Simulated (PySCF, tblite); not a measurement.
Compound: C7H14N2.
Cartesian coordinates in Å at the GFN2-xTB level; atoms count from 1:
```xyz
23
C7H14N2 angstrom
C      2.974   -0.559    0.196
C      2.231    0.234   -0.883
N      0.810    0.333   -0.678
C      0.273    1.130    0.432
C     -1.090    0.478    0.716
C     -2.265    1.340    0.255
C     -0.963   -0.786   -0.125
C     -1.994   -1.852   -0.158
N      0.095   -0.807   -0.832
H      2.922   -0.057    1.160
H      2.529   -1.547    0.290
H      4.020   -0.667   -0.077
H      2.627    1.251   -0.949
H      2.368   -0.259   -1.848
H      0.182    2.171    0.114
H      0.934    1.087    1.305
H     -1.220    0.235    1.775
H     -3.206    0.825    0.431
H     -2.178    1.554   -0.808
H     -2.280    2.281    0.801
H     -1.650   -2.675   -0.777
H     -2.928   -1.468   -0.569
H     -2.195   -2.215    0.850
```

Level of theory: PBE0/pcSseg-1 in PySCF (dipole) on a GFN2-xTB geometry, gas phase.

Masses are those of the commonest isotopes; rigid-rotor values at the optimised geometry. The values belong to one conformer with, in the numbering `[CH3:1][CH2:2][N:3]1[CH2:4][C@@H:5]([CH3:6])[C:7]([CH3:8])=[N:9]1`, C1–C2–N3–C4 69°, C2–N3–C4–C5 -154°, N3–C4–C5–C6 -107°, C4–C5–C7–C8 176°, C2–N3–N9–C7 153°.

**Question.** Give the principal moments of inertia and the rotational constants in MHz.

**Answer.** Ia = 179.60, Ib = 435.85, Ic = 539.80 u·Å²; 505379 MHz·u·Å²/I gives A = 2814, B = 1160, C = 936.2 MHz.

**Question.** What kind of rotor is it?

**Answer.** An asymmetric top. Ray's parameter κ = (2B − A − C)/(A − C) = -0.762; −1 is the prolate and +1 the oblate limit.

**Question.** What does the inertial defect say?

**Answer.** Not planar: Δ = Ic − Ia − Ib = -75.65 u·Å². For a rigid frame Δ = −2 Σ m c², so Σ m c² = 37.83 u·Å² lies off the ab plane: 13.95 from hydrogen and 23.87 from heavier atoms. The atom farthest from that plane is 1.62 Å away.

**Question.** Give the other two planar moments, Paa and Pbb, and the rms extents of the mass along the axes.

**Answer.** Paa = Σ m a² = (Ib + Ic − Ia)/2 = 398.03 and Pbb = Σ m b² = (Ia + Ic − Ib)/2 = 141.78 u·Å². With the mass M = 126.12 u, the rms extents √(P/M) along a, b and c are 1.78, 1.06, 0.55 Å.

**Question.** List the rotational levels J(Ka,Kc) to J = 5 (cm⁻¹).

**Answer.** Above 0(0,0):
J = 1: 1(0,1) 0.0699, 1(1,1) 0.1251, 1(1,0) 0.1325
J = 2: 2(0,2) 0.2090, 2(1,2) 0.2575, 2(1,1) 0.2798, 2(2,1) 0.4454, 2(2,0) 0.4461
J = 3: 3(0,3) 0.4160, 3(1,3) 0.4556, 3(1,2) 0.5002, 3(2,2) 0.6551, 3(2,1) 0.6586, 3(3,1) 0.9500, 3(3,0) 0.9501
J = 4: 4(0,4) 0.6889, 4(1,4) 0.7190, 4(1,3) 0.7932, 4(2,3) 0.9342, 4(2,2) 0.9443, 4(3,2) 1.2310, 4(3,1) 1.2312, 4(4,1) 1.6421, 4(4,0) 1.6421
J = 5: 5(0,5) 1.0259, 5(1,5) 1.0473, 5(1,4) 1.1578, 5(2,4) 1.2821, 5(2,3) 1.3048, 5(3,3) 1.5825, 5(3,2) 1.5837, 5(4,2) 1.9932, 5(4,1) 1.9933, 5(5,1) 2.5220, 5(5,0) 2.5220
Those of J = 1 are B + C, A + C and A + B.

**Question.** Which types of transition are allowed, and where do some lines up to J = 4 fall?

**Answer.** The dipole components are |μa| = 0.54 D, |μb| = 1.40 D, |μc| = 1.28 D. Intensities carry the squares of the components, which stand as 0.15 : 1.00 : 0.84 (a : b : c). Some lines, for components of 0.1 D or more:

| type | branch | J(Ka,Kc) | MHz | lower level (cm⁻¹) |
| --- | --- | --- | --- | --- |
| c | Q | 3(1,3) ← 3(0,3) | 1188 | 0.416 |
| b | R | 1(1,1) ← 0(0,0) | 3750 | 0.000 |
| a | R | 2(1,2) ← 1(1,1) | 3968 | 0.125 |
| a | R | 2(0,2) ← 1(0,1) | 4170 | 0.070 |
| b | Q | 3(2,1) ← 3(1,2) | 4746 | 0.500 |
| b | R | 3(0,3) ← 2(1,2) | 4752 | 0.257 |
| a | R | 3(2,1) ← 2(2,0) | 6370 | 0.446 |
| b | R | 4(0,4) ← 3(1,3) | 6995 | 0.456 |
| c | Q | 4(3,2) ← 4(2,2) | 8593 | 0.944 |
| c | Q | 3(3,1) ← 3(2,1) | 8738 | 0.659 |
| b | R | 2(2,1) ← 1(1,0) | 9378 | 0.133 |
| c | R | 3(2,2) ← 2(1,2) | 11920 | 0.257 |
| c | Q | 4(4,1) ← 4(3,1) | 12318 | 1.231 |
| c | R | 4(2,2) ← 3(1,2) | 13314 | 0.500 |
| c | R | 3(3,0) ← 2(2,0) | 15110 | 0.446 |
| b | R | 4(3,2) ← 3(2,1) | 17160 | 0.659 |

Its GFN2-xTB frequencies are all real (lowest 60 cm⁻¹). Constants of a rigid frame at the computed geometry: no zero-point averaging, no centrifugal distortion. A rigid rotor knows nothing of internal rotation, which can split or shift real lines. Quadrupole hyperfine structure (14N) is left out.

The run took 34 s of wall time on an x86-64 server with one thread, no GPU, shared host. This is the PBE0/pcSseg-1 job that gave the dipole, with the shieldings it also computed.
